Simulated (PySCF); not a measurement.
A calculated (r2SCAN0, PySCF 2.14, x2c-QZVPPall, scalar relativity by spin-free X2C-1e) atom or ion has these occupied shells.

| shell | electrons | orbital energy (eV) | rms radius, mean of both spins (bohr) |
| --- | --- | --- | --- |
| 1s α | 1 | -2119.2 | 0.120 |
| 1s β | 1 | -2119.2 | 0.120 |
| 2s β | 1 | -187.12 | 0.564 |
| 2s α | 1 | -186.97 | 0.564 |
| 2p α | 3 | -134.09 | 0.541 |
| 2p β | 3 | -133.93 | 0.541 |
| 3s β | 1 | -15.949 | 2.02 |
| 3p α | 3 | -7.459 | 2.54 |
| 3p β | 1 | -7.232 | 2.54 |

(1) Name the element and its charge.

Answers

(1) P (phosphorus, neutral), in [Ne] 3s1 3p4, 3s spin antiparallel (an excited configuration).
